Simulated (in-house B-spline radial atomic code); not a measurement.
## RPA and G0W0 on PBE0: Ca5+

Configuration [Ne] 3s2 3p3, highest spin, mean-field start PBE0. Computed with an all-electron radial atomic-structure program (B-spline basis): all electrons, non-relativistic, point nucleus, each spin shell either full or empty, empty states to l = 9 with an (l + 1/2)⁻⁴ tail; G0W0 by contour deformation at full frequency.

Command:
```bash
python run_gw.py task.json out
```
Settings (radii: box in bohr, nucleus in fm):
```
Z                        20
electrons                15
configuration            [Ne] 3s2 3p3
hamiltonian              nr
method                   pbe0
lmax                     9
spin_polarised           True
box_radius               10.43
intervals                48
```

Time taken, with all properties: 2 s on 1 thread of Arm Neoverse N1 (shared host).

Energies (hartree):

```csv
term,value
mean-field total,-669.30448
Hartree-Fock functional on these orbitals,-668.86625
direct second order,-1.0354
second-order exchange,0.37675
SOSEX correction,0.3444
```

(1) What is the RPA correlation energy, and what remains with SOSEX?

Quasi-particle levels (eV):

| level | occupied | mean field | Σx - vxc | Σc | QP weight | G0W0 |
| --- | --- | --- | --- | --- | --- | --- |
| 3p up | yes | -100.91 | -6.80 | ? | ? | ? |
| 3s down | yes | -114.50 | -4.24 | -2.92 | 0.958 | -121.66 |
| 2p down | yes | -424.17 | -25.26 | 7.07 | 0.918 | -442.36 |
| 3p down | no | -90.23 | 8.74 | -3.25 | 0.954 | -84.74 |

G0W0 = mean field + (Σx - vxc) + Σc, with Σc (partial-wave tail included) taken at the quasi-particle energy. Only the outer levels were computed. Levels of low weight are left out.

(2) Where does G0W0 put 3p up?

## Answers

(1) RPA gives -0.91925 hartree (-1.67 eV per electron); RPA + SOSEX gives -0.57485, and the second-order doubles -0.65861 hartree (no singles). SOSEX takes back 37 % of the RPA value.

(2) At -107.97 eV, with Σc = -0.26 eV and a quasi-particle weight of 0.954. The tabulated removal energy is 108.78 ± 0.25 eV (NIST, semi-empirical); the calculation leaves out relativity, Breit and QED terms, and what these don't explain is the method's own error.
